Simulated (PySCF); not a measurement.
C7H8O, charge -1, doublet, at a GFN2-xTB geometry (a state made from the parent by changing its charge; the spin is typed, not shown lowest) (in this run its highest filled SCF level lies above zero, so its values depend strongly on the basis, on diffuse functions most of all). Base run: SVWN5/STO-3G run with PySCF.

Input for PySCF:
```python
from pyscf import gto, scf, dft

mol = gto.Mole()
mol.atom = '''
    C    -2.771211    0.239940   -0.129589
    O    -1.726566   -0.475866   -0.696409
    C    -0.414804   -0.186092   -0.237965
    C     0.576381   -0.936931   -0.846333
    C     1.957452   -0.721012   -0.451450
    C     2.238181    0.221057    0.513083
    C     1.245916    0.967276    1.116759
    C    -0.143921    0.758404    0.727658
    H    -3.690402   -0.118643   -0.603956
    H    -2.847071    0.077243    0.955804
    H    -2.680217    1.321662   -0.308195
    H     0.322509   -1.668743   -1.600322
    H     2.741069   -1.304759   -0.922715
    H     3.276197    0.384453    0.810971
    H     1.472106    1.708353    1.876215
    H    -0.909628    1.351505    1.210494
'''
mol.basis = 'sto-3g'
mol.charge = -1
mol.spin = 1
mol.verbose = 4
mol.build()

mf = dft.UKS(mol)
mf.xc = 'lda,vwn'
mf.kernel()
```

Each row names what was changed in the base input (with any setting that the change needs).

```tsv
change	ΔE vs base (µEh)	SCF cycles	<S^2>	outcome
base	0.0	14	0.754	converged
diis_space = 4	0.0	17	0.754	converged
level_shift = 1.0 (with mf.max_cycle = 100)	-	96	-	not converged
conv_tol = 1e-7	0.0	11	0.754	converged
DIIS = ADIIS	0.0	26	0.754	converged
diis_space = 2	-	50	-	not converged
init_guess = 1e	-	50	-	not converged
conv_tol = 1e-4	129	8	0.754	converged
level_shift = 0.5 (with mf.max_cycle = 100)	0.0	53	0.754	converged
diis = off (with mf.max_cycle = 100)	-	100	-	not converged
conv_tol_grad = 1e-7	0.0	19	0.754	converged
level_shift = 0.3 (with mf.max_cycle = 100)	0.0	40	0.754	converged
conv_tol = 1e-6	0.3	10	0.754	converged
```

Open shells are given as the SCF converged; they aren't shown to be the lowest states, and a large step between rows can be another state.
